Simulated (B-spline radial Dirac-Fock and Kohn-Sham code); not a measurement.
**Tl¹⁹⁺: eigenvalues, ΔSCF and the reference**

System: thallium as Tl¹⁹⁺, [Kr] 4d10 4f14 5s2.

The density-functional columns are spherical, spin-unpolarised Dirac-Kohn-Sham results without Breit or QED terms: −ε is minus the orbital energy of the initial state and ΔSCF the difference of two total energies. The reference in the last column comes from Dirac-Fock ΔSCF + Breit + QED. All numbers are from an atomic code on a B-spline grid, in eV; a selection of levels is shown. The Kohn-Sham columns are given as differences from the reference. For the 1s level of heavy atoms much of the gap between ΔSCF and the reference is the Breit and QED part, -473.6 eV here; for other levels the error of the functional can be larger.

| level | LDA −ε − DF | LDA ΔSCF − DF | Dirac-Fock |
| --- | --- | --- | --- |
| 1s | -179.2 | +463.3 | 85996.8 |
| 2s | -182.2 | -53.7 | 15816.4 |
| 2p1/2 | -126.0 | +37.6 | 15163.3 |
| 2p3/2 | -147.2 | -9.7 | 13120.1 |
| 3s | -105.1 | -60.3 | 4164.3 |
| 3p1/2 | -84.7 | -37.0 | 3872.7 |
| 3p3/2 | -84.5 | -41.1 | 3412.9 |
| 3d3/2 | -62.3 | -11.7 | 2939.5 |
| 3d5/2 | -64.1 | -15.0 | 2842.9 |
| 4s | -60.4 | -35.8 | 1294.2 |
| 4p1/2 | -50.9 | -26.4 | 1167.2 |
| 4p3/2 | -50.6 | -27.2 | 1053.6 |
| 4d3/2 | -38.0 | -14.8 | 848.0 |
| 4d5/2 | -38.0 | -15.2 | 826.6 |
| 4f5/2 | -20.7 | +2.0 | 558.5 |
| 4f7/2 | -21.0 | +1.5 | 553.9 |
| 5s | -4.6 | +9.5 | 523.9 |

Values without a named source are computed, but for edge energies of neutral atoms, which are taken from tables.
